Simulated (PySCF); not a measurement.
Chain-length series, n-germane methyl/methyl (end groups after the name). Gas-phase values, no solvent. One relaxed conformer stands for each flexible species; it need not be the lowest. Strings in code marks are SMILES.

The LUMO from two functionals at the same geometries (PBE0-D3(BJ)/def2-SVP), both in PySCF: PBE-D3(BJ)/def2-TZVP and PBE0-D4/def2-TZVP. 

```csv
species,PBE-D3(BJ)/def2-TZVP (eV),PBE0-D4/def2-TZVP (eV)
n = 4 (`[GeH2]([CH3])[GeH2][GeH2][GeH2][CH3]`),-0.94,-0.16
n = 5 (`[GeH2]([GeH2][CH3])[GeH2][GeH2][GeH2][CH3]`),-1.23,-0.47
n = 6 (`[CH3][GeH2][GeH2][GeH2][GeH2][GeH2][GeH2][CH3]`),-1.42,-0.68
```

Over these rows, drawn at random from the members with no instability flagged (it was tested for open shells, ions and some series alone), PBE minus PBE0-D4: mean -0.76 eV, from -0.79 eV to -0.74 eV.
